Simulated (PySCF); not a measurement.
Task: What does the PBE0-D3(BJ)/def2-SVP structure of `C=C[C@@H]1C[C@H](C2CC2)/C1=C/Cl` look like in three dimensions?

Result: 
```xyz
24
C10H13Cl angstrom
C     -4.1624    0.8038    0.3356
C     -3.0205    0.1310    0.1919
C     -1.6610    0.6973    0.4204
C     -0.6570    0.7035   -0.7715
C      0.4709    0.2445    0.1858
C      1.4378   -0.8131   -0.2541
C      2.7276   -1.0152    0.4888
C      2.7411   -0.4317   -0.8926
C     -0.6249   -0.1200    1.1664
C     -0.6589   -1.0097    2.1533
Cl    -2.0819   -1.3663    3.0690
H     -5.1296    0.3389    0.1288
H     -4.1714    1.8452    0.6734
H     -3.0476   -0.9146   -0.1398
H     -1.7404    1.7068    0.8615
H     -0.9056   -0.0873   -1.4955
H     -0.5236    1.6528   -1.3090
H      1.0294    1.1230    0.5591
H      0.9559   -1.7200   -0.6372
H      3.0930   -2.0361    0.6272
H      2.9405   -0.3469    1.3284
H      3.1148   -1.0477   -1.7143
H      2.9638    0.6343   -0.9966
H      0.2215   -1.5801    2.4587
```

Orientation and origin are arbitrary. Atoms count from 1 in this order. The 3-membered ring C6–C7–C8 has internal angles of 59.9° to 60.1°. The 4-membered ring C3–C4–C5–C9 has internal angles of 86.5° to 92.6° (sum 356°, against 360° for a flat polygon); it is puckered, 0.11 Å rms from its mean plane, widest ring torsion 16°. The C–C distances run from 1.329 Å (C9=C10, drawn double) to 1.558 Å (C3–C4, drawn single), a spread of 0.229 Å. Of the pairs four or more bonds apart, C2···Cl11 is among the closest relative to their van der Waals radii: 3.38 Å, 98 % of the sum of Bondi's values.

Bonds between heavy atoms (Å): C1=C2 1.333, C2–C3 1.490, C3–C4 1.558, C4–C5 1.549, C5–C6 1.499, C6–C7 1.502, C7–C8 1.500, C5–C9 1.515, C9=C10 1.329, C10–Cl11 1.729, C3–C9 1.516, C6–C8 1.501.

Computed with PBE0-D3(BJ)/def2-SVP geometry optimisation, gas phase (PySCF).

Point group: C1 (no symmetry element, even within 0.4 Å). Whether it is a minimum is left open (no frequencies). One conformer, not necessarily the lowest (C1–C2–C3–C4 -120°, C4–C5–C6–C7 164°, C2–C3–C4–C5 -137°, C3–C4–C5–C6 137°, C5–C6–C7–C8 -110°, C4–C5–C9–C10 154°).
